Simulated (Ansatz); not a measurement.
This triplet is an excited state, 1.77 eV above the relaxed singlet at the level B3LYP/cc-pVTZ // PBE0-D3(BJ)/def2-TZVP (Ansatz, a first-principles code).

Species: C₂H₃FSi, SMILES `C=C[Si]F` (excited triplet; C–C–Si–F torsion 0°) (charge 0, multiplicity 3).

Task: Give a relaxed geometry from PBE0-D3(BJ)/def2-TZVP (Ansatz).

Result: This is not unique; one that fits is the end point of this relaxation, one of several conformers (outside a Z-matrix the atoms follow the SMILES, hydrogens last).
Bonds (Å): C1–C2 1.348, C1–H5 1.085, C1–H6 1.084, C2–Si3 1.810, C2–H7 1.087, Si3–F4 1.605. Angles (°): C2–C1–H5 120.7, C2–C1–H6 122.4, H5–C1–H6 117.0, C1–C2–Si3 124.6, C1–C2–H7 120.4, Si3–C2–H7 114.9, C2–Si3–F4 116.4.
